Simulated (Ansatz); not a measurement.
System: C3H7O2 (charge +1, singlet). It need not be the lowest isomer of its formula. 
Structure (B3LYP-D3(BJ)/def2-TZVP (Ansatz, a first-principles code) minimum search):
```xyz
12

C     -1.9406     0.0662     0.1628
C     -0.6216    -0.1905    -0.4234
O     -0.1058    -0.6206    -1.3493
O      0.5259     0.4578     0.6931
C      1.9541     0.1530     0.4938
H     -2.6933    -0.2442    -0.5610
H     -2.0431     1.1290     0.3874
H     -2.0563    -0.5091     1.0841
H      2.1121     0.1504    -0.5792
H      2.5139     0.9577     0.9615
H      2.1818    -0.8166     0.9281
H      0.2727     0.4627     1.6300
```
Charge +1, spin multiplicity 1.

Basis-set convergence of Hartree-Fock and CCSD(T) correlation energies (hartree) with Ansatz. Valence correlation only, unless marked. No spin-orbit coupling. Non-relativistic.

```
basis    functions       E(HF)  E(corr, CCSD(T))  rough core time
-------  ---------  ----------  ----------------  ---------------
cc-pVDZ        105  -267.14862          -0.85067       under 20 s
cc-pVTZ        248         [?]               [?]            6 min
```

Question: Fill in the missing entries.

Answer: 
- cc-pVTZ, E(HF): -267.22843
- cc-pVTZ, E(corr, CCSD(T)): -1.04255
